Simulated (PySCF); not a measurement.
Isomers of C4H11N2PSi, from PBE0-D3(BJ)/def2-SVP geometry optimisation, gas phase (PySCF 2.14.0). One conformer each, no zero-point energy, no frequencies.

Task: Which is lower in electronic energy at this level?
A. `[CH3:1][N:2]([CH3:3])[P:4]1(=[N:5][SiH3:6])[CH:7]=[CH:8]1` with C1–N2–P4–N5 1°: A = 2352, B = 1034, C = 765.3 MHz, dipole 4.49 D
B. `[CH3:1][N:2]1[CH:3]=[CH:4][N:5]([CH3:6])[P:7]1[SiH3:8]` with C1–N2–C3–C4 132°, C3–C4–N5–C6 -133°, C4–N5–P7–Si8 85°, C1–N2–P7–N5 -128°: A = 1559, B = 1481, C = 1025 MHz, dipole 1.73 D

Result: B. That is `C1=CN(P(N1C)[SiH3])C`, 29.3 kcal/mol below the other.

```
               SMILES                                              mapped SMILES      E (Eh)  relative (kcal/mol)  relative (kJ/mol)  dipole (D)
   CN1C=CN(C)P1[SiH3]     [CH3:1][N:2]1[CH:3]=[CH:4][N:5]([CH3:6])[P:7]1[SiH3:8]  -898.41937                  0.0                0.0        1.73
CN(C)P1(=N[SiH3])C=C1  [CH3:1][N:2]([CH3:3])[P:4]1(=[N:5][SiH3:6])[CH:7]=[CH:8]1  -898.37260                 29.3              122.8        4.49
```

As drawn, the higher has a three-membered ring, which the lower lacks.
